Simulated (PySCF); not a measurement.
PySCF input file for Mg(Br)(SMe) (CH3BrMgS), SMILES C[S][Mg][Br], PBE/pcSseg-1. Geometry optimised at PBE0-D3(BJ)/def2-SVP. The structure was generated by enumeration; whether it is a known compound was not checked. The values are those of a single conformer.

```python
import numpy as np
from pyscf import gto, scf, dft
from pyscf.prop.nmr import rks as nmr

mol = gto.M(
    atom='''
    Mg    0.26188199    0.24468832    0.00000000
    Br   -0.09171786   -2.07892358   -0.00000000
    S     0.64918572    2.50955115    0.00000000
    C    -1.03384488    3.23656921   -0.00000000
    H    -1.60552730    2.96311658    0.89776796
    H    -0.90530640    4.32759842    0.00000000
    H    -1.60552730    2.96311658   -0.89776795
    ''',
    basis='pcSseg-1',
    charge=0,
    spin=0,
    max_memory=1600,
    verbose=3,
)
mf = dft.RKS(mol, xc='pbe')
mf.grids.level = 3
mf.conv_tol = 1e-10
mf.max_cycle = 100
mf.kernel()
n = nmr.NMR(mf)
n.verbose = 2
n.max_cycle_cphf = 60
sigma = n.kernel()
print('atom   isotropic/ppm   span/ppm')
for i, s in enumerate(sigma):
    w = np.linalg.eigvalsh((s + s.T) / 2)
    print(f'{mol.atom_symbol(i):2s}{i + 1:3d} {w.mean():14.3f} {w[2] - w[0]:11.3f}')
```

Output:

```
converged SCF energy = -3211.40665070816
atom   isotropic/ppm   span/ppm
Mg  1        463.628     359.289
Br  2       2893.615     338.216
S   3        695.086     218.258
C   4        169.208      27.983
H   5         28.997      13.868
H   6         29.201      14.317
H   7         28.997      13.868
```

The calculation finished and met its thresholds.

Cost: around 14 core-seconds (rough).
